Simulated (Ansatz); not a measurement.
Computed with Ansatz on PBE0-D4/def2-TZVP structures; ΔE is electronic, products minus reactants. CCSD(T)/CBS adds triple-zeta CCSD(T) − MP2 to the extrapolated MP2 energy (def2 sets, frozen cores). This one scheme is used for every species. Functionals use def2-TZVPP. B3LYP here is the variant with VWN-RPA as its local correlation; programs differ in this. One conformer a species, not always the lowest.

Reaction (ligand exchange at the Si–C bond): `C[SiH](F)CS` + `N=C=O` → `C[SiH](F)N=C=O` + CH₃SH

| level | ΔE (kJ/mol) | difference from CCSD(T)/CBS |
| --- | --- | --- |
| PBE-D4 | -91.3 | 11.5 |
| r2SCAN-D4 | -101.4 | 1.4 |
| B3LYP-D4 | -104.5 | -1.7 |
| B2PLYP | -109.7 | -6.9 |
| r2SCAN | -102.4 | 0.4 |
| B3LYP | -111.2 | -8.4 |
| HF/def2-TZVPP | -130.8 | -28.0 |
| MP2/def2-TZVPP | -106.1 | -3.3 |
| SCS-MP2/def2-QZVPP | -109.8 | -7.0 |
| MP2/CBS(def2) | -105.4 | -2.6 |
| CCSD(T)/CBS | -102.8 | 0 |

Largest T1 diagnostic among the species: 0.018.

In def2-TZVPP, CCSD(T) changes the Hartree–Fock value by +27.3 kJ/mol (the triples alone add +4.2 kJ/mol) and MP2 by +24.7 kJ/mol. From PBE to PBE0 (25 % exact exchange), in def2-TZVPP and without D4, ΔE moves by −6.4 kJ/mol.
